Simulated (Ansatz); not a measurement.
Cost and result up the ladder for the cluster Te2Se3 (5 atoms). The state is a singlet with charge 0. Geometry: PBE-D4/def2-SVP.

| atom | x (Å) | y (Å) | z (Å) |
| --- | --- | --- | --- |
| Se1 | -1.4589 | -2.1337 | -1.6938 |
| Se2 | -0.5821 | 0.4596 | 1.9174 |
| Se3 | 1.7212 | 0.3923 | 1.5080 |
| Te4 | -1.2054 | 0.0839 | -0.7938 |
| Te5 | 1.5253 | 1.1980 | -0.9379 |

Ansatz on 4 threads of Intel Xeon on a shared host. Times are rough, and most runs start from the orbitals of an earlier one. No level here is sound enough to serve as a yardstick. Binding counts from free atoms at the same level (Se triplet, Te triplet; other spins of the atoms weren't run), without zero-point energy or a counterpoise term.

In the def2 sets Te takes a core potential; there is no spin–orbit coupling. LC-ωPBE has ω = 0.4 bohr⁻¹. Correlated methods freeze 35 core orbitals; core or outer-core shells of Se, Te are correlated, in sets that lack core-valence functions. The rows differ in basis, and correlated rows in double-zeta sets carry the largest basis error. Another isomer (singlet) lies 1.05 eV lower at PBE0-D4/def2-TZVP; other spin states weren't run for this one.

Correlated methods converge slowly with the basis, most of all in double-zeta sets.

| level | functions | wall time | binding energy per atom (eV) | remarks |
| --- | --- | --- | --- | --- |
| PBE-D4/def2-TZVP (with forces) | 244 | 9.5 s | 2.28 | restricted SCF unstable in HF |
| LC-ωPBE/def2-TZVP | 244 | 16 s | 1.57 | restricted SCF unstable in HF |
| r2SCAN-D4/def2-TZVP | 244 | 16 s | 2.05 | restricted SCF unstable in HF |
| PBE0-D4/def2-TZVP | 244 | 28 s | 2.01 | restricted SCF unstable in HF |
| ωB97M-V/def2-TZVP | 244 | 44 s | 1.75 | restricted SCF unstable in HF |
| CCSD(T)/def2-SVP | 148 | 1.9 min | 1.47 | large T1 (0.022), restricted SCF unstable |
